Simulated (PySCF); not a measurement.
**Hg2Se: one-bond stretch**

All numbers come from PBE0 in PySCF with Se def2-TZVP, Hg def2-TZVP with ECP60; scalar-relativistic core potentials, no spin–orbit coupling; density-fitted integrals.

Rigid scan from the singlet minimum (Se–Hg 2.537 Å (×2); Hg–Se–Hg 180.0°). Coordinate: the bond from Se to the last atom (Hg) scaled, the rest fixed. Energies in kJ/mol from the minimum.

| scale of one bond | E (kJ/mol) | dipole size (D) |
| --- | --- | --- |
| 0.92 | 15.0 | 0.58 |
| 0.96 | 3.1 | 0.30 |
| 1.00 | 0.0 | 0.00 |
| 1.05 | 3.2 | 0.38 |
| 1.12 | 13.5 | 0.94 |
| 1.20 | 27.1 | 1.56 |
| 1.35 | 47.3 | 2.65 |
| 1.55 | 61.3 | – |
| 1.80 | 67.2 | – |
| 2.20 | 69.0 | – |

At long bonds a restricted determinant can lie too high, and another spin state can fall below this curve.

No spin–orbit coupling is included, which matters more the heavier the element.

Other isomers or separated fragments may lie lower.
